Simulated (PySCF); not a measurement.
Simulation results for CH6AlBN, BClH4NSi, BH5NOSi, BH4N2Si and others

Computed with PySCF 2.14.0. Calculation on a computer-drawn molecule: the log of a Hartree-Fock and frozen-core CCSD(T) single point meant for a local Hartree-Fock minimum, with one planted fault or none, to be diagnosed. Offsets are logged minus clean, where the clean run is the same molecule without the fault. The reference is restricted for singlets and unrestricted otherwise, and also for a bond in bohr or an excited solution. Adding or removing an electron swaps singlet and doublet. The excited solution moves the top pair (singlet) or top alpha electron (doublet) to the lowest empty orbital. Highest occupied and lowest empty are orbital energies over both spins, largest force is the largest gradient component, triples share is (T) over the correlation energy, the T1 limit is 0.02 restricted and 0.045 unrestricted, electrons count all cores, a negative frequency is imaginary (commonest isotopes), and the dipole is about the centre of nuclear charge.

Common to all runs: meant charge 0; meant multiplicity 2; logged SCF converged yes; logged CC converged yes; logged SCF stable within its kind yes; possible faults no fault, one electron removed, one electron added, multiplicity raised by two, geometry at a saddle point, SCF held on an excited solution, minimal basis STO-3G, one bond length entered in bohr, all coordinates scaled.

```yaml
- entry: 1
  formula: CH6AlBN
  logged_structure:
    atoms_angstrom:
      - [B, 0.6851, 0.8752, -0.7763]
      - ["N", -0.662, 1.1437, -0.6668]
      - [C, -1.3383, 1.9169, 0.3836]
      - [Al, -2.8313, 0.9669, 1.2854]
      - [H, 2.2581, 1.5757, 0.7035]
      - [H, -1.2759, 0.7812, -1.3692]
      - [H, -1.6825, 2.8799, -0.0202]
      - [H, -0.5915, 2.1842, 1.1377]
      - [H, -3.4106, 1.5372, 2.6427]
      - [H, -3.4454, -0.3315, 0.6223]
  given:
    meant_basis: "cc-pV(D+d)Z"
    logged_electrons: 37
    logged_basis_functions: 95
    logged_spin_squared: 1.041
    "logged_highest_occupied [eV]": -9.4241
    "logged_lowest_empty [eV]": 0.91085
    "logged_largest_force [hartree/bohr]": 0.012166
    logged_T1_diagnostic: 0.032117
    logged_D1_diagnostic: 0.13421
    logged_triples_share: 0.031122
    "logged_dipole_magnitude [debye]": 3.6692
    "logged_energy_HF [hartree]": -362.26804
    "logged_energy_CCSD(T) [hartree]": -362.77117
    drawn_bonds_atom: [1, 2, 3, 1, 2, 3, 3, 4, 4]
    drawn_bonds_other_atom: [2, 3, 4, 5, 6, 7, 8, 9, 10]
    drawn_bonds_order: [1, 1, 1, 1, 1, 1, 1, 1, 1]
  results:
    planted_fault: "one bond length entered in bohr, row 4 of the drawn bonds"
    "HF_energy_offset_from_clean_run [kcal/mol]": 62.1
    "CCSD(T)_energy_offset_from_clean_run [kcal/mol]": 64.27
- entry: 2
  formula: BClH4NSi
  logged_structure:
    atoms_angstrom:
      - [B, -0.0801, -0.0477, 1.0077]
      - ["N", -0.2752, -1.0217, 0.0202]
      - [Si, 0.3867, -1.0339, -1.5821]
      - [Cl, 1.9271, -2.4123, -1.7408]
      - [H, 0.5771, 0.943, 0.8545]
      - [H, -0.8376, -1.813, 0.2817]
      - [H, 0.9324, 0.2931, -1.8792]
      - [H, -0.6378, -1.4619, -2.5451]
  given:
    meant_basis: "cc-pV(D+d)Z"
    logged_electrons: 48
    logged_basis_functions: 94
    logged_spin_squared: 0.0
    "logged_highest_occupied [eV]": 0.7667
    "logged_lowest_empty [eV]": 8.2925
    "logged_largest_force [hartree/bohr]": 0.081124
    logged_T1_diagnostic: 0.015641
    logged_D1_diagnostic: 0.057323
    logged_triples_share: 0.0279
    "logged_dipole_magnitude [debye]": 11.491
    "logged_energy_HF [hartree]": -829.88935
    "logged_energy_CCSD(T) [hartree]": -830.44994
    drawn_bonds_atom: [1, 2, 3, 1, 2, 3, 3]
    drawn_bonds_other_atom: [2, 3, 4, 5, 6, 7, 8]
    drawn_bonds_order: [1, 1, 1, 1, 1, 1, 1]
  results:
    planted_fault: "one electron added"
    "HF_energy_offset_from_clean_run [kcal/mol]": 47.36
    "CCSD(T)_energy_offset_from_clean_run [kcal/mol]": 24.23
  notes: ["highest electron not bound in this basis"]
- entry: 3
  formula: BH5NOSi
  logged_structure:
    atoms_angstrom:
      - [B, 0.9997, -0.3907, 1.5932]
      - ["N", -0.1732, -0.7288, 0.9148]
      - [Si, -1.812, -0.271, 1.3071]
      - [O, -2.4709, 0.7127, 0.1654]
      - [H, 1.0386, 0.2999, 2.574]
      - [H, -0.0588, -1.3119, 0.1034]
      - [H, -1.7542, 0.3828, 2.625]
      - [H, -2.675, -1.4614, 1.3066]
      - [H, -2.0854, 1.5617, 0.0082]
  given:
    meant_basis: "cc-pV(D+d)Z"
    logged_electrons: 39
    logged_basis_functions: 29
    logged_spin_squared: 0.7582
    "logged_highest_occupied [eV]": -6.6108
    "logged_lowest_empty [eV]": 8.9033
    "logged_largest_force [hartree/bohr]": 0.040355
    logged_T1_diagnostic: 0.017117
    logged_D1_diagnostic: 0.074952
    logged_triples_share: 0.023791
    "logged_dipole_magnitude [debye]": 0.39389
    "logged_energy_HF [hartree]": -440.46284
    "logged_energy_CCSD(T) [hartree]": -440.65781
    drawn_bonds_atom: [1, 2, 3, 1, 2, 3, 3, 4]
    drawn_bonds_other_atom: [2, 3, 4, 5, 6, 7, 8, 9]
    drawn_bonds_order: [1, 1, 1, 1, 1, 1, 1, 1]
  results:
    planted_fault: "minimal basis STO-3G"
    "HF_energy_offset_from_clean_run [kcal/mol]": 3413
    "CCSD(T)_energy_offset_from_clean_run [kcal/mol]": 3648
- entry: 4
  formula: BH4N2Si
  logged_structure:
    atoms_angstrom:
      - [B, 0.5208, 1.9791, -0.9727]
      - ["N", 0.9006, 0.7393, -0.4271]
      - [Si, 2.0907, 0.4448, 0.784]
      - ["N", 3.0347, 1.3965, 1.578]
      - [H, 0.9982, 3.0281, -0.6504]
      - [H, -0.0015, -0.7925, -1.0984]
      - [H, 2.1259, -0.9993, 1.0214]
      - [H, 3.1217, 2.3913, 1.524]
  given:
    meant_basis: "cc-pV(D+d)Z"
    logged_electrons: 37
    logged_basis_functions: 85
    logged_spin_squared: 1.3236
    "logged_highest_occupied [eV]": -9.7206
    "logged_lowest_empty [eV]": 1.0314
    "logged_largest_force [hartree/bohr]": 0.064238
    logged_T1_diagnostic: 0.065156
    logged_D1_diagnostic: 0.35288
    logged_triples_share: 0.041727
    "logged_dipole_magnitude [debye]": 2.2007
    "logged_energy_HF [hartree]": -424.69751
    "logged_energy_CCSD(T) [hartree]": -425.25135
    drawn_bonds_atom: [1, 2, 3, 1, 2, 3, 4]
    drawn_bonds_other_atom: [2, 3, 4, 5, 6, 7, 8]
    drawn_bonds_order: [1, 1, 2, 1, 1, 1, 1]
  results:
    planted_fault: "one bond length entered in bohr, row 5 of the drawn bonds"
    "HF_energy_offset_from_clean_run [kcal/mol]": 77.87
    "CCSD(T)_energy_offset_from_clean_run [kcal/mol]": 69.87
  notes: ["T1 above single-reference limit"]
- entry: 5
  formula: BH4N2Si
  logged_structure:
    atoms_angstrom:
      - [B, 0.5208, 1.9791, -0.9727]
      - ["N", 0.9006, 0.7393, -0.4271]
      - [Si, 2.0907, 0.4448, 0.784]
      - ["N", 3.0347, 1.3965, 1.578]
      - [H, 0.9982, 3.0281, -0.6504]
      - [H, 0.4232, -0.0713, -0.7823]
      - [H, 2.1259, -0.9993, 1.0214]
      - [H, 3.1217, 2.3913, 1.524]
  given:
    meant_basis: "cc-pV(D+d)Z"
    logged_electrons: 36
    logged_basis_functions: 85
    logged_spin_squared: 0.0
    "logged_highest_occupied [eV]": -14.583
    "logged_lowest_empty [eV]": -6.838
    "logged_largest_force [hartree/bohr]": 0.082461
    logged_T1_diagnostic: 0.026618
    logged_D1_diagnostic: 0.076029
    logged_triples_share: 0.037116
    "logged_dipole_magnitude [debye]": 10.202
    "logged_energy_HF [hartree]": -424.5243
    "logged_energy_CCSD(T) [hartree]": -425.06914
    drawn_bonds_atom: [1, 2, 3, 1, 2, 3, 4]
    drawn_bonds_other_atom: [2, 3, 4, 5, 6, 7, 8]
    drawn_bonds_order: [1, 1, 2, 1, 1, 1, 1]
  results:
    planted_fault: "one electron removed"
    "HF_energy_offset_from_clean_run [kcal/mol]": 186.6
    "CCSD(T)_energy_offset_from_clean_run [kcal/mol]": 184.2
  notes: ["T1 above single-reference limit"]
- entry: 6
  formula: CH5B2O
  logged_structure:
    atoms_angstrom:
      - [B, -1.6468, 3.3274, -0.8196]
      - [O, -0.9894, 2.6158, 0.1145]
      - [B, 0.2959, 2.803, 0.5728]
      - [C, 0.8775, 1.8457, 1.6719]
      - [H, -2.7766, 3.0567, -1.1322]
      - [H, 0.9451, 3.7017, 0.1064]
      - [H, 1.2585, 2.4275, 2.5183]
      - [H, 0.1545, 1.1145, 2.0375]
      - [H, 1.7437, 1.31, 1.2648]
  given:
    meant_basis: cc-pVDZ
    logged_electrons: 29
    logged_basis_functions: 81
    logged_spin_squared: 3.7727
    "logged_highest_occupied [eV]": -5.7011
    "logged_lowest_empty [eV]": -2.5342
    "logged_largest_force [hartree/bohr]": 0.075126
    logged_T1_diagnostic: 0.034285
    logged_D1_diagnostic: 0.15605
    logged_triples_share: 0.032163
    "logged_dipole_magnitude [debye]": 2.6056
    "logged_energy_HF [hartree]": -164.81071
    "logged_energy_CCSD(T) [hartree]": -165.34787
    drawn_bonds_atom: [1, 2, 3, 1, 3, 4, 4, 4]
    drawn_bonds_other_atom: [2, 3, 4, 5, 6, 7, 8, 9]
    drawn_bonds_order: [1, 1, 1, 1, 1, 1, 1, 1]
  results:
    planted_fault: "multiplicity raised by two"
    "HF_energy_offset_from_clean_run [kcal/mol]": 146.8
    "CCSD(T)_energy_offset_from_clean_run [kcal/mol]": 138.3
- entry: 7
  formula: CH5B2O
  logged_structure:
    atoms_angstrom:
      - [B, -1.6468, 3.3274, -0.8196]
      - [O, -0.9894, 2.6158, 0.1145]
      - [B, 0.2959, 2.803, 0.5728]
      - [C, 1.3949, 0.9939, 2.6498]
      - [H, -2.7766, 3.0567, -1.1322]
      - [H, 0.9451, 3.7017, 0.1064]
      - [H, 1.7759, 1.5758, 3.4962]
      - [H, 0.6719, 0.2628, 3.0153]
      - [H, 2.2611, 0.4583, 2.2426]
  given:
    meant_basis: cc-pVDZ
    logged_electrons: 29
    logged_basis_functions: 81
    logged_spin_squared: 1.5976
    "logged_highest_occupied [eV]": -9.2216
    "logged_lowest_empty [eV]": 1.9448
    "logged_largest_force [hartree/bohr]": 0.025338
    logged_T1_diagnostic: 0.03933
    logged_D1_diagnostic: 0.18379
    logged_triples_share: 0.031448
    "logged_dipole_magnitude [debye]": 0.3466
    "logged_energy_HF [hartree]": -164.90222
    "logged_energy_CCSD(T) [hartree]": -165.40668
    drawn_bonds_atom: [1, 2, 3, 1, 3, 4, 4, 4]
    drawn_bonds_other_atom: [2, 3, 4, 5, 6, 7, 8, 9]
    drawn_bonds_order: [1, 1, 1, 1, 1, 1, 1, 1]
  results:
    planted_fault: "one bond length entered in bohr, row 3 of the drawn bonds"
    "HF_energy_offset_from_clean_run [kcal/mol]": 89.36
    "CCSD(T)_energy_offset_from_clean_run [kcal/mol]": 101.4
- entry: 8
  formula: CH4BO
  logged_structure:
    atoms_angstrom:
      - [B, -0.6492, -2.1816, 0.0086]
      - [O, -0.4809, -1.7074, 1.2341]
      - [C, -1.1638, -0.5896, 1.7648]
      - [H, -1.4082, -1.716, -0.8072]
      - [H, -0.4304, 0.1602, 2.0574]
      - [H, -1.8513, -0.163, 1.034]
      - [H, -1.7185, -0.9064, 2.6466]
  given:
    meant_basis: cc-pVDZ
    logged_electrons: 23
    logged_basis_functions: 62
    logged_spin_squared: 3.7634
    "logged_highest_occupied [eV]": -5.9394
    "logged_lowest_empty [eV]": -0.97986
    "logged_largest_force [hartree/bohr]": 0.19565
    logged_T1_diagnostic: 0.022558
    logged_D1_diagnostic: 0.11127
    logged_triples_share: 0.023551
    "logged_dipole_magnitude [debye]": 6.5335
    "logged_energy_HF [hartree]": -139.49224
    "logged_energy_CCSD(T) [hartree]": -139.88964
    drawn_bonds_atom: [1, 2, 1, 3, 3, 3]
    drawn_bonds_other_atom: [2, 3, 4, 5, 6, 7]
    drawn_bonds_order: [1, 1, 1, 1, 1, 1]
  results:
    planted_fault: "multiplicity raised by two"
    "HF_energy_offset_from_clean_run [kcal/mol]": 139.7
    "CCSD(T)_energy_offset_from_clean_run [kcal/mol]": 163.1
- entry: 9
  formula: C2H6BO
  logged_structure:
    atoms_angstrom:
      - [B, -2.592, 1.5252, -1.3309]
      - [O, -2.0137, 0.7939, -2.2719]
      - [C, -0.6697, 0.9466, -2.708]
      - [C, 0.1139, -0.3169, -2.4232]
      - [H, -2.0479, 2.4176, -0.7255]
      - [H, -0.2196, 1.8096, -2.2141]
      - [H, -0.7041, 1.1448, -3.7791]
      - [H, 1.131, -0.2216, -2.8101]
      - [H, -0.3607, -1.176, -2.8995]
      - [H, 0.1692, -0.5059, -1.3493]
  given:
    meant_basis: cc-pVDZ
    logged_electrons: 32
    logged_basis_functions: 86
    logged_spin_squared: 0.0
    "logged_highest_occupied [eV]": 1.2975
    "logged_lowest_empty [eV]": 8.7371
    "logged_largest_force [hartree/bohr]": 0.090973
    logged_T1_diagnostic: 0.01543
    logged_D1_diagnostic: 0.051067
    logged_triples_share: 0.028525
    "logged_dipole_magnitude [debye]": 11.078
    "logged_energy_HF [hartree]": -178.66614
    "logged_energy_CCSD(T) [hartree]": -179.29823
    drawn_bonds_atom: [1, 2, 3, 1, 3, 3, 4, 4, 4]
    drawn_bonds_other_atom: [2, 3, 4, 5, 6, 7, 8, 9, 10]
    drawn_bonds_order: [1, 1, 1, 1, 1, 1, 1, 1, 1]
  results:
    planted_fault: "one electron added"
    "HF_energy_offset_from_clean_run [kcal/mol]": 57.58
    "CCSD(T)_energy_offset_from_clean_run [kcal/mol]": 34.3
  notes: ["highest electron not bound in this basis"]
- entry: 10
  formula: AlB2H4O
  logged_structure:
    atoms_angstrom:
      - [B, 1.9245, 3.2543, 1.4754]
      - [O, 1.3356, 2.0412, 1.4291]
      - [B, 0.3471, 1.6163, 0.5577]
      - [Al, -0.3954, -0.4122, 0.7457]
      - [H, 2.7775, 3.5041, 2.2856]
      - [H, -0.0349, 2.4229, -0.2572]
      - [H, 0.2718, -1.6075, -0.0576]
      - [H, -1.6341, -0.7484, 1.6795]
  given:
    meant_basis: "cc-pV(D+d)Z"
    logged_electrons: 35
    logged_basis_functions: 85
    logged_spin_squared: 3.7641
    "logged_highest_occupied [eV]": -6.7743
    "logged_lowest_empty [eV]": -0.81386
    "logged_largest_force [hartree/bohr]": 0.035225
    logged_T1_diagnostic: 0.027553
    logged_D1_diagnostic: 0.11208
    logged_triples_share: 0.028076
    "logged_dipole_magnitude [debye]": 2.6463
    "logged_energy_HF [hartree]": -368.34606
    "logged_energy_CCSD(T) [hartree]": -368.78031
    drawn_bonds_atom: [1, 2, 3, 1, 3, 4, 4]
    drawn_bonds_other_atom: [2, 3, 4, 5, 6, 7, 8]
    drawn_bonds_order: [1, 1, 1, 1, 1, 1, 1]
  results:
    planted_fault: "multiplicity raised by two"
    "HF_energy_offset_from_clean_run [kcal/mol]": 72.1
    "CCSD(T)_energy_offset_from_clean_run [kcal/mol]": 75.92
```
